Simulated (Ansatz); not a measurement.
Isomers of C2H8InN

4 of its isomers, all singlets with charge 0: A = `C[CH2][InH][NH2]`; B = `C[N](C)[InH2]`; C = `C[NH][InH][CH3]`; D = `[CH3][In]([CH3])[NH2]`.

Shapes, held fixed at every level: PBE0-D4/def2-TZVP. Flexible molecules stand in one conformer, not always the lowest. Programs: Ansatz 0.2.0.

Electronic energies in kJ/mol, without zero-point or thermal terms.

(1) Which isomer should be the most stable, and roughly by how much?

Results:

(1) D < A < C < B in rising energy, over a span of 115 kJ/mol, by CCSD(T)/def2-TZVPP. All levels agree on that. The B − A difference spans +48.8 to +83.3 kJ/mol over the levels. For atoms past krypton def2 sets carry core potentials with scalar relativity. Outer-core shells of In are correlated, in sets that cover them unevenly.

| level | kind | B − A | C − A | D − A |
| --- | --- | --- | --- | --- |
| HF/def2-SVP | Hartree–Fock | +48.8 | +15.7 | -25.1 |
| SPW92/def2-TZVPP | LDA | +59.1 | +25.0 | -27.7 |
| B3LYP-D4/def2-TZVPP | global hybrid | +70.0 | +25.3 | -34.9 |
| BHLYP-D4/def2-TZVPP | global hybrid | +71.8 | +26.3 | -34.3 |
| MP2/def2-TZVPP | perturbation theory | +83.3 | +29.6 | -44.0 |
| CCSD/def2-SVP | coupled cluster or CI | +50.1 | +19.5 | -24.6 |
| CCSD/def2-TZVPP | coupled cluster or CI | +76.6 | +27.1 | -38.3 |
| CCSD(T)/def2-TZVPP | coupled cluster or CI | +75.6 | +26.9 | -39.1 |
